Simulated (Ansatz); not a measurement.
Species: CH₄BO₂, net charge -1, singlet state. It need not be the lowest isomer of its formula. Whether it binds its extra electron was not tested at this geometry. 
Geometry from a B3LYP-D3(BJ)/def2-TZVP (Ansatz, a program for electronic structure) optimisation:
```xyz
8

C      1.4060    -0.4653     0.2025
B      0.0234    -0.0077     0.0034
O     -1.1292    -0.8549    -0.0568
O     -0.3828     1.3553    -0.1609
H      1.6805    -1.5137     0.3244
H      2.2623     0.2090     0.2433
H     -0.8146    -1.7546     0.0570
H      0.4151     1.8868    -0.1145
```
Charge -1, spin multiplicity 1.

Basis-set convergence of Hartree-Fock and CCSD correlation energies (hartree) with Ansatz. Cores are frozen in the correlated levels unless marked. Spin-orbit coupling is left out. No relativistic terms. This anion needs diffuse functions, which these sets lack.

```
basis    functions       E(HF)  E(corr, CCSD)
-------  ---------  ----------  -------------
cc-pVDZ         76  -214.67125       -0.63689
cc-pVTZ        176  -214.75238       -0.79045
cc-pVQZ        340         [?]            [?]
```

Question: Fill in the missing entries.

Answer: 
- cc-pVQZ, E(HF): -214.77276
- cc-pVQZ, E(corr, CCSD): -0.84083
